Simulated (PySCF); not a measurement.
C2H5ClGeO, SMILES [Cl][GeH]1[CH2]O[CH2]1.

Geometry: PBE-D3(BJ)/def2-SVP. This is a generated structure with no PubChem entry under its InChIKey; it may be hypothetical.

Method: PySCF with PBE-D3(BJ)/def2-SVP.

Frequencies are harmonic and unscaled.

Task: Estimate the vibrational spectrum. (An estimate is asked for; the answer gives what the named calculation found.)

Result: 
| mode | ν (cm⁻¹) | IR (km/mol) | moving atoms (share of kinetic energy) |
|---|---|---|---|
| 1 | 74 | 7.5 | O 37 %, Cl 27 %, Ge 26 % |
| 2 | 139 | 3.6 | C 34 %, Cl 23 %, H 19 %, Ge 18 % |
| 3 | 209 | 1.7 | H 41 %, C 30 %, O 16 %, Ge 9 % |
| 4 | 351 | 9.5 | Cl 38 %, C 25 %, O 18 %, Ge 12 % |
| 5 | 426 | 54.9 | Ge 42 %, Cl 34 %, C 10 %, O 9 % |
| 6 | 519 | 4.6 | H 86 %, C 14 % |
| 7 | 559 | 25.7 | C 53 %, H 30 %, Ge 16 % |
| 8 | 633 | 15.2 | H 74 %, C 16 % |
| 9 | 694 | 66.9 | H 46 %, C 30 %, O 23 % |
| 10 | 760 | 8.0 | H 81 %, C 18 % |
| 11 | 807 | 19.2 | H 69 %, C 21 % |
| 12 | 918 | 25.7 | C 61 %, O 26 %, H 13 % |
| 13 | 1017 | 75.0 | C 51 %, O 38 %, H 11 % |
| 14 | 1123 | 7.4 | H 89 %, C 9 % |
| 15 | 1155 | 5.2 | H 81 %, O 11 %, C 8 % |
| 16 | 1162 | 10.2 | H 69 %, C 17 %, O 14 % |
| 17 | 1183 | 4.8 | H 72 %, C 25 % |
| 18 | 1399 | 0.0 | H 93 % |
| 19 | 1427 | 1.0 | H 91 %, C 9 % |
| 20 | 2042 | 150.7 | H 99 % |
| 21 | 2935 | 43.9 | H 94 % |
| 22 | 2943 | 32.1 | H 94 % |
| 23 | 3050 | 14.6 | H 91 %, C 9 % |
| 24 | 3050 | 11.3 | H 91 %, C 9 % |
